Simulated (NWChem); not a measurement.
Species: C2H3ClF2; SMILES CC(F)(F)Cl

All runs: NWChem. Pople sets run with spherical d functions. All runs use the structure optimised with PBE-D3(BJ)/def2-SVP. Level: M05-2X/6-31G* with COSMO at NWChem's default radii, gas-phase geometry; the question gives the dielectric constant.

### Question
Predict the results for dielectric constant 78.4. Quantities: electrostatic solvation energy (kcal/mol); dipole in solution (D).

### Answer
```json
{
  "electrostatic solvation energy (kcal/mol)": "-2.9",
  "dipole in solution (D)": "2.74"
}
```
